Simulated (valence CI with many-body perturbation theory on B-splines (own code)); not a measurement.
Au XLVIII in brief

Computed by configuration interaction combined with many-body perturbation theory (CI+MBPT): four valence electrons over a frozen Dirac-Fock core [Ar] 3d10, radial functions for each j: 11 s, 11 p, 9 d, 7 f, 5 g, 2 h, 1 i, with the one-electron correlation potential Σ1, the two-electron term Σ2, the three-electron term Σ3, Breit, model QED; selected CI, second order for the rest (own B-spline code, finite nucleus).

The last digits are not significant, and no measured levels were compared; by estimate large intervals hold to a few tenths of a per cent, small ones and those within an open d or f shell to about a per cent.

Levels are named by their leading jj configuration (3d3/2^4 stands for four electrons in 3d with j = 3/2), which in mixed levels can hold well under half, so a name can repeat and another be missing.

Rates and lifetimes use the calculated energies. Strong lines usually hold to 10 to 20 %, long lifetimes can be off by a factor of two.

(1) What is the ground level?

(2) Among levels below 45.562 Ry, which E1 lines absorb most strongly from the ground level?

(3) What are the static dipole polarisabilities of the lowest levels?

(4) Where does the other parity begin?

(5) How well does LS coupling describe the low levels?

(6) Name the longest-lived excited levels whose lifetime is computed, and their main decay.

(7) What is the ionisation energy?

## Answers

(1) (4s^2 4p1/2^2) J=0, composition 69 % 4s2 4p2 3P + 30 % 4s2 4p2 1S.

(2) to (4s^2 4p1/2 4d3/2) J=1 at 3.840 nm, f = 1.69; to (4s 4p1/2^2 4p3/2) J=1 at 4.824 nm, f = 0.578; to (4s 4p1/2 4p3/2^2) J=1 at 3.155 nm, f = 0.00378.

(3) (4s^2 4p1/2^2) J=0 0.0206 bohr³, of which the core gives 0.00150.

(4) At (4s 4p1/2^2 4p3/2) J=2, 17.705 Ry.

(5) Among the lowest 20 levels the leading LS term, summed over configurations, holds 59 % on average. For single configurations the figures are 58 % in LS and 95 % in jj coupling. Terms mix most in the J = 2 level at 30.646 Ry, where the leading one holds 29 %.

(6) (4s^2 4p1/2 4p3/2) J=2 at 10.023 Ry lives 1.67 μs, mostly by E2 to (4s^2 4p1/2^2) J=0; (4s^2 4p3/2 4d5/2) J=4 at 34.513 Ry lives 74.9 ns, mostly by M1 to (4s^2 4p1/2 4d5/2) J=3; (4s^2 4p1/2 4p3/2) J=1 at 9.677 Ry lives 68.6 ns, mostly by M1 to (4s^2 4p1/2^2) J=0.

(7) 2642 eV; NIST lists 2640 ± 4 eV (theoretical).
